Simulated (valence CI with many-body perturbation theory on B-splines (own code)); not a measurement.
E1 transitions of I IV

Calculated by valence CI with perturbative core correlation (CI+MBPT): four valence electrons over a frozen Dirac-Fock core [Kr] 4d10, a basis of 11 s, 11 p, 9 d, 7 f, 5 g, 2 h, 1 i functions for each j, with the one-electron correlation potential Σ1 (screened to all orders), the two-electron term Σ2, the three-electron term Σ3, Breit, model QED; selected single and double excitations, second order for the rest, scaled by the run's own slope (own B-spline code, finite nucleus).

No measured spectrum was set against this ion. As an estimate, levels hold to about 250 cm⁻¹ or 0.2 % of their energy and the worst to 1 %, as in measured heavy ions of charge 2 to 7; those with d or f electrons hold less well. Core correlation moves these levels by up to 11000 cm⁻¹, and in measured spectra 5 to 20 % of such shifts remained as error; rates that hang on mixing are uncertain with them. Among the levels kept, up to 300 cm⁻¹ of a level comes from second order outside the variational space, and about a tenth of that is noise between levels of different J, which matters for small intervals.

Lines 151 to 200 of 238 in falling wavelength, among levels below 27.530 eV, chosen from the strongest by gf and those to the six lowest levels. Wavelengths and rates use the calculated energies, so an error of 200 cm⁻¹ moves a line at 925.5 Å by 0.19 % and its rate by three times that or more. Electric multipoles are in the length gauge, E1 and E2 with the static RPA response of the core. Weak lines are less certain than strong ones. Lines between different terms over intervals too small for the method are left out, as are lines whose strength nearly cancels. Where a level lies close to another of its J and parity, the split of strength between their lines is uncertain. The highest levels of a list are the least certain.

Names give the largest LS component (configuration and term), which can be under half, so a name can repeat, a term be missing and a line seem to break the LS rules; names also repeat where a configuration has a term twice. Letters in brackets count levels of one name in rising energy.

```
λ vac (Å)              Upper        Lower   A (s⁻¹)  S (a.u.)
    925.5       4f5s²5p ³F_2  5s5p³ ⁵S°_2  3.07e+06  6.01e-03
    922.6       5s5p²5d ³P_1  5s5p³ ³D°_2  2.89e+08  3.36e-01
    922.5      5s²5p5d ³F°_2  5s²5p² ¹D_2  1.16e+08  2.25e-01
    921.9        5s5p³ ³P°_1  5s²5p² ³P_1  4.48e+08  5.20e-01
    907.9  5s²5p5d ³D°_1 [b]  5s²5p² ¹S_0  3.00e+07  3.33e-02
    898.9      5s²5p5d ³F°_3  5s²5p² ¹D_2  1.36e+07  3.41e-02
    893.9   5s²5p6p ³P_1 [b]  5s5p³ ⁵S°_2  1.25e+06  1.33e-03
    892.0      5s²5p5d ¹D°_2  5s²5p² ³P_2  3.43e+07  6.00e-02
    883.5      5s²5p6s ³P°_1  5s²5p² ¹S_0  4.13e+07  4.22e-02
    881.4       5s²5p6p ³P_2  5s5p³ ⁵S°_2  1.28e+06  2.17e-03
    879.2        5s5p³ ³S°_1  5s²5p² ¹D_2  2.64e+06  2.66e-03
    875.4   5s²5p6p ³D_3 [a]  5s5p³ ⁵S°_2  2.56e+06  5.94e-03
    871.9   5s²5p6p ³D_3 [b]  5s5p³ ⁵S°_2  1.35e+06  3.10e-03
    867.3        5s5p³ ³P°_1  5s²5p² ³P_0  2.18e+08  2.10e-01
    860.1      5s²5p5d ¹D°_2  5s²5p² ³P_1  3.85e+07  6.05e-02
    857.6       5s²5p6p ³S_1  5s5p³ ⁵S°_2  2.95e+06  2.76e-03
    852.7      5s²5p5d ³P°_1  5s²5p² ¹S_0  4.54e+05  4.17e-04
    848.9       5s²5p6p ¹D_2  5s5p³ ⁵S°_2  4.84e+05  7.31e-04
    836.5       5s5p²5d ³F_2  5s5p³ ³D°_1  3.31e+08  4.79e-01
    836.4       4f5s²5p ³D_3  5s5p³ ⁵S°_2  3.78e+07  7.64e-02
    833.7      5s²5p5d ³F°_2  5s²5p² ³P_2  1.52e+08  2.18e-01
    827.3       4f5s²5p ³D_2  5s5p³ ⁵S°_2  7.10e+06  9.92e-03
    825.0  5s²5p5d ³D°_1 [a]  5s²5p² ¹D_2  2.94e+08  2.45e-01
    821.4  5s²5p5d ³P°_2 [a]  5s²5p² ¹D_2  4.14e+08  5.67e-01
    818.5       5s5p²5d ³F_3  5s5p³ ³D°_2  2.49e+08  4.71e-01
    815.9       4f5s²5p ³D_1  5s5p³ ⁵S°_2  1.35e+06  1.09e-03
    815.3           5p⁴ ³P_2  5s5p³ ⁵S°_2  3.40e+06  4.55e-03
    814.4      5s²5p5d ³F°_3  5s²5p² ³P_2  7.46e+08  1.39e+00
    805.8      5s²5p5d ³F°_2  5s²5p² ³P_1  2.70e+08  3.49e-01
    803.0      5s²5p6s ¹P°_1  5s²5p² ¹S_0  4.02e+08  3.08e-01
    801.4  5s²5p5d ³D°_1 [b]  5s²5p² ¹D_2  1.88e+09  1.43e+00
    798.2        5s5p³ ³S°_1  5s²5p² ³P_2  5.44e+09  4.10e+00
    794.6       5s5p²5d ⁵F_1  5s5p³ ⁵S°_2  8.42e+06  6.26e-03
    786.3       5s5p²5d ⁵F_2  5s5p³ ⁵S°_2  6.39e+07  7.66e-02
    782.3      5s²5p6s ³P°_1  5s²5p² ¹D_2  7.46e+08  5.28e-01
    780.3       4f5s²5p ¹D_2  5s5p³ ⁵S°_2  3.90e+06  4.57e-03
    772.8       5s5p²5d ⁵F_3  5s5p³ ⁵S°_2  1.86e+08  2.97e-01
    772.6        5s5p³ ³S°_1  5s²5p² ³P_1  2.89e+09  1.97e+00
    770.9      5s²5p5d ³D°_3  5s²5p² ¹D_2  8.21e+08  1.30e+00
    769.6       5s5p²5d ³P_1  5s5p³ ⁵S°_2  5.49e+06  3.70e-03
    768.9      5s²5p5d ³D°_2  5s²5p² ¹D_2  6.52e+08  7.31e-01
    758.0      5s²5p5d ³P°_1  5s²5p² ¹D_2  2.32e+09  1.50e+00
    753.2  5s²5p5d ³D°_1 [a]  5s²5p² ³P_2  9.38e+06  5.93e-03
    750.2  5s²5p5d ³P°_2 [a]  5s²5p² ³P_2  2.35e+09  2.45e+00
    748.9      5s²5p5d ¹P°_1  5s²5p² ¹S_0  1.24e+10  7.74e+00
    747.5  5s²5p5d ³P°_2 [b]  5s²5p² ¹D_2  1.11e+10  1.14e+01
    738.0   5s5p²5d ⁵D_2 [a]  5s5p³ ⁵S°_2  4.10e+08  4.06e-01
    734.7       5s5p²5d ⁵D_1  5s5p³ ⁵S°_2  2.90e+08  1.71e-01
    733.8        5s5p³ ³S°_1  5s²5p² ³P_0  1.76e+09  1.03e+00
    733.5  5s²5p5d ³D°_1 [b]  5s²5p² ³P_2  6.81e+08  3.98e-01
```
